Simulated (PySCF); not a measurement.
C₆H₇, SMILES [C]1=CC=CCC1, multiplicity 2.

The structure is a stationary point at PBE-D3(BJ)/def2-SVP. The isomer is the one that the SMILES or the coordinates give; other isomers of the formula were not compared. The values are those of a single conformer.

Two levels are set side by side: PBE/def2-TZVP (PySCF) and PBE0/def2-TZVP (PySCF). Same geometry, gas phase. Differences are taken from unrounded values.

```json
[
 {"quantity": "α-spin orbital gap (eV)", "PBE0": "5.39"},
 {"quantity": "β-spin orbital gap (eV)", "PBE0": "4.30"},
 {"quantity": "dipole moment (D)", "PBE0": "1.09"},
 {"quantity": "mean polarisability (bohr³)", "PBE0": "67.4"}
]
```

**Question.** What does PBE give, and how far is it from PBE0? (An estimate is asked for; the answer gives what the named calculation found.)

**Answer.** 
| quantity | PBE | PBE minus PBE0 |
|---|---|---|
| α-spin orbital gap (eV) | 3.40 | -1.99 |
| β-spin orbital gap (eV) | 2.07 | -2.23 |
| dipole moment (D) | 1.14 | 0.06 |
| mean polarisability (bohr³) | 69.5 | 2.1 |

PBE's more diffuse valence density responds more strongly to a field. Differences between two approximate levels are no errors against the true value.

Rough cost on one machine, each run with all the roots and properties that it gave: PBE0 against PBE within a factor of 2.
